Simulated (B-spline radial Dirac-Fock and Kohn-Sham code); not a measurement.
# X-ray form factors of xenon in several charge states

These are calculated numbers from a radial finite-basis atomic code; the model is Dirac-Fock densities.

Configurations: Xe⁴⁺ [Kr] 4d10 5s2 5p2; Xe⁶⁺ [Kr] 4d10 5s2; Xe⁸⁺ [Kr] 4d10. The first column is f₀ of Xe⁴⁺, the others are differences from it.

```csv
s (Å⁻¹),Xe⁴⁺,Δ Xe⁶⁺,Δ Xe⁸⁺
0,50.000,-2.000,-4.000
0.1,47.867,-1.402,-2.970
0.2,42.926,-0.370,-1.048
0.3,37.543,+0.138,+0.128
0.4,32.786,+0.141,+0.339
0.5,28.760,+0.022,+0.149
0.7,22.718,-0.045,-0.103
0.9,18.943,-0.007,-0.049
1.1,16.447,+0.008,+0.013
1.4,13.433,+0.002,+0.015
```
